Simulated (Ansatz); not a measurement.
Consider the ligand exchange at a Ga–O bond: `[NH2][Ga]([OH])[Br]` + HBr → `[NH2][Ga]([Br])[Br]` + H₂O.

Isolated molecules relaxed with PBE0-D4/def2-TZVP in Ansatz; ΔE leaves out vibrations. CCSD(T)/CBS is the MP2 limit (def2-TZVPP, def2-QZVPP) plus CCSD(T) − MP2 in def2-TZVPP, frozen cores. This one scheme is used for every species. DFT in def2-TZVPP. B3LYP here is the variant with VWN-RPA as its local correlation; programs differ in this. For Br, Ga outer-core shells are correlated without core-valence functions, which leaves a few kJ/mol of doubt a bond. Scalar relativity is left out up to krypton. Each species was taken in one conformer, which may not be the lowest.

`[NH2][Ga]([OH])[Br]`:

Cartesian coordinates in Å:
```
N 1.144 0.136 -0.558
Ga -0.545 -0.257 -0.055
O -1.383 0.502 1.315
Br -1.765 -1.736 -1.270
H 1.790 0.625 0.038
H 1.613 -0.418 -1.254
H -0.853 1.149 1.785
```

HBr:

```xyz
2

Br    0.675    0.179    0.128
H    -0.675   -0.179   -0.128
```

`[NH2][Ga]([Br])[Br]`:

```xyz
6

N    -0.244    0.894   -0.580
Ga    0.164   -0.575    0.363
Br   -1.025   -2.487    0.065
Br    1.882   -0.538    1.846
H     0.234    1.771   -0.464
H    -1.011    0.935   -1.228
```

H₂O:

Z-matrix (Å, degrees):
```
O
H 1 0.960
H 1 0.960 2 105.1
```

**Question.** Is it downhill or uphill in electronic energy at CCSD(T)/CBS, and by how much? (Estimate.)

**Answer.** The calculation gave: Downhill: ΔE = -78.7 kJ/mol.

**Question.** What do these levels give: PBE-D4, revPBE-D4, B97M-V, B2PLYP, PBE-QIDH, B3LYP, BHLYP, HF/def2-SVP, MP2/def2-SVP, MP2/def2-TZVPP, SCS-MP2/def2-TZVPP, CCSD(T)/def2-TZVPP? (Best estimate.)

**Answer.** The calculation gave: PBE-D4 -77.4, revPBE-D4 -76.8, B97M-V -74.2, B2PLYP -73.8, PBE-QIDH -82.0, B3LYP -73.6, BHLYP -78.8, HF/def2-SVP -79.8, MP2/def2-SVP -69.3, MP2/def2-TZVPP -77.1, SCS-MP2/def2-TZVPP -73.4, CCSD(T)/def2-TZVPP -73.9 kJ/mol.

Largest T1 diagnostic among the species: 0.011.

In def2-TZVPP, CCSD(T) changes the Hartree–Fock value by +10.2 kJ/mol (the triples alone add +0.8 kJ/mol) and MP2 by +7.0 kJ/mol. The D4 term adds −4.0 kJ/mol with B3LYP and −2.2 kJ/mol with PBE0; it sums over pairs of atoms, weighted by their polarisabilities, and B3LYP, whose exchange is more repulsive, gets the larger term.
